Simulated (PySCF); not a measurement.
Choosing a molecule for a target property.

All species are isolated and taken at one optimised geometry, non-relativistic unless stated; the electronic structure was computed with PySCF and density fitting.

Dipoles, sizes and rotational constants follow the conformer. The torsions of the flexible species, by atom-mapped SMILES:
- `[CH:1]#[C:2][C@@H:3]([F:4])[CH2:5][C:6]([NH2:7])=[O:8]`: C2–C3–C5–C6 172°, C3–C5–C6–N7 74°, H–N7–C6–C5 -9°, H–N7–C6–C5 -175°
- `[CH3:1][NH:2][C:3](=[O:4])/[CH:5]=[CH:6]/[CH:7]=[O:8]`: C1–N2–C3–O4 -1°, N2–C3–C5–C6 180°, C5–C6–C7–O8 0°
- `[CH3:1][C:2](=[O:3])[CH2:4][P@@:5]1(=[O:6])[CH2:7][C@@H:8]1[SiH3:9]`: C1–C2–C4–P5 -157°, C2–C4–P5–O6 70°
- `[O:1]=[CH:2]/[C:3](=[CH:4]/[C:5]([F:6])([F:7])[F:8])[SiH2:9][OH:10]`: O1–C2–C3–C4 47°, C3–C4–C5–F6 43°, C2–C3–Si9–O10 -130°, H–O10–Si9–C3 -62°
- `[CH3:1][P:2]([CH3:3])(=[NH:4])[CH2:5][CH2:6][C:7]([F:8])([F:9])[F:10]`: C1–P2–C5–C6 110°, P2–C5–C6–C7 -78°, C5–C6–C7–F8 -178°

Question: Wanted: HOMO–LUMO gap between 5.2 eV and 7 eV (PBE0/pcSseg-1) and HOMO energy below -7.2 eV (PBE0/pcSseg-1), at GFN2-xTB geometries. Which candidate meets both?
A. `O=C/C(=C/C(F)(F)F)[SiH2]O`
B. `CNC(=O)/C=C/C=O`
C. `C#C[C@@H](F)CC(N)=O`
D. `CC(=O)C[P@@]1(=O)C[C@@H]1[SiH3]`
E. `CP(C)(=N)CCC(F)(F)F`

Answer: A. Computed values:
```csv
species,HOMO–LUMO gap,HOMO energy
CNC(=O)/C=C/C=O,5.12 eV,-7.71 eV
O=C/C(=C/C(F)(F)F)[SiH2]O,5.37 eV,-7.95 eV
CC(=O)C[P@@]1(=O)C[C@@H]1[SiH3],5.89 eV,-6.89 eV
CP(C)(=N)CCC(F)(F)F,7.34 eV,-6.41 eV
C#C[C@@H](F)CC(N)=O,7.46 eV,-7.46 eV
```
